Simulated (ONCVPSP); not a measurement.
## Which change was made? (Zr, ONCV)

ONCVPSP 4.0.1 input, shortened (lines: element, Z, core and valence counts, functional; n l f; lmax; l rc ep ncon nbas qcut; lloc lpopt rc5 dvloc0; l nproj debl; icmod fcfact rcfact), LDA (Perdew-Wang 92), scalar-relativistic:

```
  Zr 40.00    6    5  -001012      upf
    1    0    2.00
    2    0    2.00
    2    1    6.00
    3    0    2.00
    3    1    6.00
    3    2   10.00
    4    0    2.00
    4    1    6.00
    4    2    2.00
    5    0    1.75
    5    1    0.25
    2
    0    2.00    0.00    4    7    7.10
    1    2.45    0.00    4    8    6.50
    2    1.80    0.00    3    7    6.30
    4    5    1.30    1.00
    0    2    2.20
    1    2    3.50
    2    2    0.60
    3    2.75    1.75
```

Cutoffs, loose and tight: the cutoffs (Ha) at which the residual kinetic energy of the hardest occupied pseudo-wave falls to 1 and 0.1 mHa per electron. They do not see the model core or the augmentation charge, which bear on the density cutoff. Test errors are all-electron minus pseudo excitation energies from the reference, over the configurations 4s2 4p6 4d2 5s2 5p0; 4s2 4p6 4d2 5s1 5p0; 4s2 4p6 4d2 5s0 5p0; 4s1 4p6 4d2 5s2 5p0; variants that change the core or the reference have their own tests.

The base gives: outcome: generated; cutoff, loose: 15 Ha; cutoff, tight: 18 Ha; bound ghosts: none; GHOST(+) flags above zero: s; largest test error (meV): -139.

(1) After one change the result is: outcome: generated; cutoff, loose: 14 Ha; cutoff, tight: 17 Ha; bound ghosts: none; GHOST(+) flags above zero: none; largest test error (meV): -213. Which change was it?
A. all radii but the core radius scaled by about 1.13 (s 2.26, p 2.76, d 2.02 bohr); local potential polynomial inside 1.46 bohr (lpopt 5, dvloc0 1 Ha)
B. all radii but the core radius scaled by about 0.86 (s 1.72, p 2.10, d 1.54 bohr); local potential polynomial inside 1.12 bohr (lpopt 5, dvloc0 1 Ha)
C. all radii but the core radius scaled by about 0.96 (s 1.92, p 2.34, d 1.72 bohr); local potential polynomial inside 1.24 bohr (lpopt 5, dvloc0 1 Ha)

## Answers

(1) A. The others give: all radii but the core radius scaled by about 0.86 (s 1.72, p 2.10, d 1.54 bohr); local potential polynomial inside 1.12 bohr (lpopt 5, dvloc0 1 Ha) → outcome: generated; cutoff, loose: 18 Ha; cutoff, tight: 21 Ha; bound ghosts: none; GHOST(+) flags above zero: s; largest test error (meV): -55 | all radii but the core radius scaled by about 0.96 (s 1.92, p 2.34, d 1.72 bohr); local potential polynomial inside 1.24 bohr (lpopt 5, dvloc0 1 Ha) → outcome: generated; cutoff, loose: 16 Ha; cutoff, tight: 19 Ha; bound ghosts: none; GHOST(+) flags above zero: s; largest test error (meV): -110.
